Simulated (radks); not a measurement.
Question: The table gives one normalised radial function P(r) = r R(r) of Li2+ in 1s1 (r in bohr). Calculated with a radial shooting solver on a logarithmic mesh with Libxc functionals: non-relativistic Kohn-Sham, BLYP, spin-unpolarised, spherical densities, point nucleus; without spin polarisation the odd electron is poorly described.

r            P
0.02117  0.2044
0.02649  0.2516
0.0334   0.3107
0.04179  0.3789
0.0527   0.4622
0.06593  0.5554
0.08315  0.6647
0.1049   0.7848
0.1312   0.9064
0.1654   1.0305
0.207    1.1374
0.261    1.2193
0.3266   1.2540
0.4118   1.2276
0.5194   1.1274
0.6498   0.9633
0.8195   0.7431
1.025    0.5157
1.293    0.3051
1.617    0.1540
2.04     0.0597

Which n and l does it have? It may be an empty orbital.

Answer: n = 1, l = 0: the number of nodes gives n - l - 1 = 0, the rise at small r (about r^(l+1)) gives l, and the extent must fit the shell. The curve is that of 1s. 1s: eigenvalue -99.281 eV, 0 radial nodes, <r> = 0.515 bohr, 90 % of the charge inside 0.921 bohr.
